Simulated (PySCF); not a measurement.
Order these species by their calculated properties.

Each SMILES stands for a single optimised conformer of the isolated species, non-relativistic unless stated; the electronic structure was computed with PySCF and density fitting.

The conformers computed, where there is a choice (atom-mapped SMILES and torsion angles):
- `[CH3:1][CH2:2][CH2:3][CH2:4][C:5]([CH3:6])=[Se:7]`: C1–C2–C3–C4 61°, C2–C3–C4–C5 59°, C3–C4–C5–C6 65°
- `[CH2:1]=[CH:2][CH2:3][CH2:4][Se:5][CH2:6][CH3:7]`: C1–C2–C3–C4 -117°, C2–C3–C4–Se5 179°, C3–C4–Se5–C6 64°, C4–Se5–C6–C7 63°
- `[CH3:1][CH:2]([CH3:3])[C@@H:4]1[CH2:5][CH2:6][Se:7]1`: C1–C2–C4–C5 169°
- `[CH3:1][N:2]([SiH3:3])[CH2:4][SiH2:5][NH2:6]`: C1–N2–C4–Si5 174°, N2–C4–Si5–N6 178°, H–N6–Si5–C4 46°, H–N6–Si5–C4 -176°
- `[F:1][CH2:2][C:3]([F:4])([F:5])[Si@@H:6]1[CH2:7][C@H:8]1[F:9]`: F1–C2–C3–F4 110°, C2–C3–Si6–C7 -88°
- `[CH3:1][PH:2][c:3]1[cH:4][cH:5][n:6][cH:7][cH:8]1`: C1–P2–C3–C4 123°
- `[CH3:1]/[CH:2]=[C:3](\[CH2:4][F:5])[Si:6]([F:7])([F:8])[F:9]`: C2–C3–C4–F5 179°, C2–C3–Si6–F7 0°

(1) Rank by smallest rotational constant, lowest first (PBE0-D3(BJ)/def2-SVP).
A. `C([C@H]1[Se]CC1)(C)C`
B. `C[SiH-]Cl`
C. `CCCCC(C)=[Se]`
D. `C=CCC[Se]CC`
E. `[BH3-]O`

(2) By how much do the two ends of that ranking differ?

(3) Rank by HOMO energy, highest first (wB97X-D/def2-SVPD at GFN2-xTB geometries).
A. `CPc1ccncc1`
B. `CN([SiH3])C[SiH2]N`
C. `C(C([Si@@H]1C[C@H]1F)(F)F)F`
D. `C/C=C(\CF)[Si](F)(F)F`

(4) Give the two extremes of that set in hartree.

(5) Rank by lowest singlet excitation, lowest first (TDDFT wB97X-D/def2-SVPD at GFN2-xTB geometries).
A. `C/C=C(\CF)[Si](F)(F)F`
B. `[SiH2](N)CN(C)[SiH3]`
C. `FCC(F)(F)[Si@@H]1C[C@H]1F`
D. `CPC1=CC=NC=C1`

(6) Rank by static isotropic polarisability, highest first (wB97X-D/def2-SVPD at GFN2-xTB geometries).
A. `CN([SiH3])C[SiH2]N`
B. `CPC1=CC=NC=C1`
C. `C/C=C(\CF)[Si](F)(F)F`
D. `FCC(F)(F)[Si@@H]1C[C@H]1F`

(7) Rank by electronic spatial extent ⟨r²⟩ about the centre of nuclear charge, highest first (wB97X-D/def2-SVPD at GFN2-xTB geometries).
A. `N[SiH2]CN([SiH3])C`
B. `FCC(F)(F)[Si@@H]1C[C@H]1F`
C. `CPc1ccncc1`
D. `C/C=C(\CF)[Si](F)(F)F`

Results:

(1) D (0.689 GHz), C (0.840 GHz), A (0.916 GHz), B (3.180 GHz), E (21.693 GHz).

(2) By 21.004 GHz, between `[BH3-]O` and `C=CCC[Se]CC`.

(3) B (-8.20 eV), A (-8.80 eV), C (-9.13 eV), D (-10.12 eV).

(4) `C/C=C(\CF)[Si](F)(F)F`: -0.372 Eh; `CN([SiH3])C[SiH2]N`: -0.301 Eh.

(5) D (4.94 eV), B (5.66 eV), C (6.15 eV), A (6.79 eV).

(6) B (100.3 au), A (93.5 au), D (76.1 au), C (70.2 au).

(7) B (1508 bohr²), D (1472 bohr²), A (1258 bohr²), C (1224 bohr²).

Note: wB97X-D ran without an empirical dispersion term, which enters the total energy and its gradient alone.
